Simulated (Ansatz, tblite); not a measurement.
Cost and result up the ladder for the cluster HfSe2⁺ (the lowest doublet isomer of a short search) (3 atoms). Total charge 1; doublet. Geometry: PBE0-D4/def2-TZVP.

```csv
atom,x (Å),y (Å),z (Å)
Hf1,-0.623,-0.478,0.778
Se2,1.681,-0.278,0.391
Se3,-1.058,0.755,-1.169
```

Ansatz on 4 threads of Arm Neoverse V2 on a shared host; xTB runs through tblite on one thread. Times are rough, summed over both states, and most runs start from the orbitals of an earlier one. ωB97X-V/def2-TZVP serves as the yardstick here, not as an exact answer. The other state is a quartet at its own geometry.

In the def2 sets Hf takes a core potential; there is no spin–orbit coupling. The xTB rows come from tblite. LC-ωPBE has ω = 0.4 bohr⁻¹. B3LYP takes the VWN-RPA correlation. Correlated methods freeze 18 core orbitals; core or outer-core shells of Hf, Se are correlated, in sets that lack core-valence functions. In CCSD on the charge 1 quartet the largest single amplitude is 0.31, so its Hartree–Fock determinant may place the open shell otherwise than the density functionals do. The structure comes from a short search, and lower isomers may exist.

Run but left out: MP2/def2-TZVP (doublet: ⟨S²⟩ 1.03, where a pure state has 0.75).

Correlated methods converge slowly with the basis.

xTB has no spin-polarisation term.

```
                          level  functions  quartet − doublet (eV)  difference from ωB97X-V/def2-TZVP (eV)                                  remarks
              CCSD(T)/def2-TZVP        136                    1.51                                    0.01  spin-contaminated (⟨S²⟩ 1.03) (doublet)
              LC-ωPBE/def2-TZVP        136                    1.36                                   -0.14  spin-contaminated (⟨S²⟩ 0.84) (doublet)
           r2SCAN0-D4/def2-TZVP        136                    1.30                                   -0.20                                        –
                   HF/def2-TZVP        136                    0.72                                   -0.79  spin-contaminated (⟨S²⟩ 1.03) (doublet)
               PBE-D4/def2-TZVP        136                    1.39                                   -0.12                                        –
              ωB97X-V/def2-TZVP        136                    1.50                                    0.00                                        –
              RPA@PBE/def2-TZVP        136                    1.25                                   -0.25                                        –
                       GFN2-xTB         27                    2.04                                    0.54                                        –
             B3LYP-D4/def2-TZVP        136                    1.36                                   -0.14                                        –
PBE0-D4/def2-TZVP (with forces)        136                    1.38                                   -0.13                                        –
                       GFN1-xTB         27                    1.89                                    0.38                                        –
            r2SCAN-D4/def2-TZVP        136                    1.34                                   -0.17                                        –
```

Question: Estimate how long each takes.

Answer: GFN1-xTB 0.006 s; GFN2-xTB 0.006 s; PBE-D4/def2-TZVP 5.9 s; HF/def2-TZVP 6.3 s; B3LYP-D4/def2-TZVP 9.3 s; RPA@PBE/def2-TZVP 9.3 s; PBE0-D4/def2-TZVP (with forces) 12 s; r2SCAN-D4/def2-TZVP 18 s; LC-ωPBE/def2-TZVP 20 s; r2SCAN0-D4/def2-TZVP 23 s; ωB97X-V/def2-TZVP 38 s; CCSD(T)/def2-TZVP 88 s. On shared hardware such times vary by a factor of up to 3.
